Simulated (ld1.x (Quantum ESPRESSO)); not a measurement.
**Cutoff test, Ge, ultrasoft**

ld1.x (Quantum ESPRESSO) 7.5 input, shortened:

```
&input
   title='Ge', zed=32., rel=2, dft='PBESOL', iswitch=3,
   config='[Ar] 3d10 4s2 4p2', rel_dist='average'
 /
 &inputp
   pseudotype=3, tm=.true., lloc=-2, rcloc=1.40,
   nlcc=.true., rcore=0.85,
   which_augfun='PSQ', rmatch_augfun=0.75
 /
6
4S  1  0   2.00   0.00  1.30  1.60  0.0
4S  1  0   0.00   1.50  1.30  1.60  0.0
3P  2  1   6.00   0.00  0.90  1.10  0.0
4P  3  1   2.00   0.00  0.90  1.10  0.0
3D  3  2  10.00   0.00  0.80  1.00  0.0
3D  3  2   0.00   2.35  0.80  1.00  0.0
 &test
   configts(1)='3p6 3d10 4s2 4p2'
 /
```

Open shells are filled in proportion to 2j + 1 (rel_dist='average').

The pseudo-atom Hamiltonian at the reference potential is diagonalised in spherical Bessel functions j_l(qr) that vanish at 20 bohr, with q² up to the cutoff. All-electron valence levels (Ry): 4s -0.8629, 3p1/2 -8.6930, 4p1/2 -0.2958, 3p3/2 -8.3786, 4p3/2 -0.2819, 3d3/2 -2.1796, 3d5/2 -2.1366.

Q: How do the lowest levels (Ry) of each channel move with the cutoff, and are there ghosts?

A:

| cutoff (Ry) | s #1 | s #2 | p1/2 #1 | p1/2 #2 | p3/2 #1 | p3/2 #2 | d3/2 #1 | d5/2 #1 | d5/2 #2 | f #1 | Σ f·Δε (mRy) |
| --- | --- | --- | --- | --- | --- | --- | --- | --- | --- | --- | --- |
| 8 | -0.8387 | -0.0259 | -3.4922 | -0.0507 | -3.3357 | -0.0485 | 0.0540 | 0.0540 | 0.1277 | 0.1088 | 53174.9 |
| 18 | -0.8626 | -0.0278 | -7.0933 | -0.1465 | -6.8090 | -0.1421 | -0.0068 | 0.0005 | 0.0701 | 0.1088 | 31278.6 |
| 35 | -0.8629 | -0.0278 | -8.5042 | -0.2070 | -8.1927 | -0.2014 | -1.1635 | -1.1188 | 0.0576 | 0.1088 | 11459.6 |
| 55 | -0.8629 | -0.0278 | -8.6750 | -0.2304 | -8.3609 | -0.2241 | -1.9544 | -1.9086 | 0.0568 | 0.1088 | 2496.9 |
| 80 | -0.8630 | -0.0278 | -8.6916 | -0.2680 | -8.3771 | -0.2586 | -2.1473 | -2.1040 | 0.0566 | 0.1088 | 383.7 |
| 120 | -0.8630 | -0.0278 | -8.6928 | -0.2950 | -8.3784 | -0.2812 | -2.1779 | -2.1349 | 0.0565 | 0.1088 | 20.3 |
| 200 | -0.8630 | -0.0278 | -8.6930 | -0.2957 | -8.3786 | -0.2818 | -2.1795 | -2.1364 | 0.0565 | 0.1088 | 2.1 |
| 350 | -0.8630 | -0.0278 | -8.6931 | -0.2958 | -8.3786 | -0.2819 | -2.1796 | -2.1366 | 0.0565 | 0.1088 | 0.2 |
| 400 | -0.8630 | -0.0278 | -8.6931 | -0.2958 | -8.3786 | -0.2819 | -2.1797 | -2.1366 | 0.0565 | 0.1088 | 0.0 |

Result: no extra level below or beside the all-electron valence levels (s, p1/2, p3/2, d3/2, d5/2, f tested); 10 mRy is reached at 160 Ry and 1 mRy at 260 Ry.

Test run stopped at test 1 of 7 (negative rho).
